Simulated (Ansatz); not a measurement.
Reaction (redistribution): `[SiH3]OB(S)Cl` + `CC(C)[O][Ge][Cl]` → `CC(C)OB(S)Cl` + `[SiH3][O][Ge][Cl]`

Computed with Ansatz on PBE0-D4/def2-TZVP structures; ΔE is electronic, products minus reactants. CCSD(T)/CBS is the MP2 limit (def2-TZVPP, def2-QZVPP) plus CCSD(T) − MP2 in def2-TZVPP, frozen cores. Functionals use def2-TZVPP. B3LYP here is the variant with VWN-RPA as its local correlation; programs differ in this. For Ge outer-core shells are correlated without core-valence functions, which leaves a few kJ/mol of doubt a bond. Scalar relativity is left out up to krypton. One conformer a species, not always the lowest.

`[SiH3]OB(S)Cl`:

Z-matrix (Å, degrees):
```
Si
O 1 1.655
H 1 1.484 2 110.1
H 1 1.481 2 108.0 3 120.5
H 1 1.480 2 107.4 3 -120.3
B 2 1.340 1 138.7 3 -10.4
Cl 6 1.766 2 118.3 1 -178.8
S 6 1.813 2 121.1 1 1.2
H 8 1.341 6 95.9 2 -179.8
```

`CC(C)[O][Ge][Cl]`:

```xyz
13

C    -0.310    1.042    0.871
C    -0.469   -0.381    0.377
C    -0.684   -0.468   -1.121
O     0.635   -1.188    0.780
Ge    2.371   -1.303    0.542
Cl    2.855    0.389   -0.824
H     0.528    1.536    0.376
H    -1.217    1.614    0.663
H    -0.140    1.054    1.949
H    -1.335   -0.829    0.879
H    -0.779   -1.510   -1.432
H     0.148   -0.013   -1.662
H    -1.602    0.056   -1.398
```

`CC(C)OB(S)Cl`:

Z-matrix (Å, degrees):
```
C
C 1 1.512
H 1 1.092 2 110.9
H 1 1.092 2 110.3 3 120.4
H 1 1.092 2 110.2 3 -119.8
C 2 1.510 1 113.1 3 179.9
O 2 1.434 1 108.9 3 -61.1
H 2 1.094 1 109.5 3 57.1
H 6 1.092 2 110.1 1 -61.2
H 6 1.092 2 110.4 1 58.6
H 6 1.091 2 110.8 1 178.8
B 7 1.336 2 125.8 1 90.4
S 12 1.810 7 116.8 2 -178.6
Cl 12 1.777 7 122.5 2 1.6
H 13 1.341 12 95.8 7 -179.7
```

`[SiH3][O][Ge][Cl]`:

Cartesian coordinates in Å:
```
Si -0.902 0.171 -0.107
O 0.109 -1.044 0.383
Ge 1.844 -1.327 0.571
Cl 2.603 0.637 -0.101
H -2.290 -0.341 0.006
H -0.741 1.362 0.764
H -0.623 0.542 -1.517
```

(1) Is it downhill or uphill in electronic energy at CCSD(T)/CBS, and by how much? (An estimate is asked.)

(2) What do these levels give: PBE-D4, r2SCAN-D4, PBE0-D4, ωB97M-V, B2PLYP, r2SCAN, PBE0, B3LYP, MP2/def2-TZVPP, CCSD/def2-TZVPP, HF/def2-QZVPP, MP2/def2-QZVPP? (Best estimate.)

Largest T1 diagnostic among the species: 0.014.

Answers

(1) The calculation gave: Downhill: ΔE = -5.3 kcal/mol.

(2) Ansatz gave: PBE-D4 -4.3, r2SCAN-D4 -5.0, PBE0-D4 -4.9, ωB97M-V -5.7, B2PLYP -5.2, r2SCAN -5.1, PBE0 -5.4, B3LYP -5.2, MP2/def2-TZVPP -5.3, CCSD/def2-TZVPP -5.7, HF/def2-QZVPP -6.6, MP2/def2-QZVPP -5.3 kcal/mol.

The D4 term adds +0.9 kcal/mol with B3LYP and +0.5 kcal/mol with PBE0; it sums over pairs of atoms, weighted by their polarisabilities, and B3LYP, whose exchange is more repulsive, gets the larger term. In def2-TZVPP, CCSD(T) changes the Hartree–Fock value by +1.2 kcal/mol (the triples alone add +0.3 kcal/mol) and MP2 by +1.2 kcal/mol.
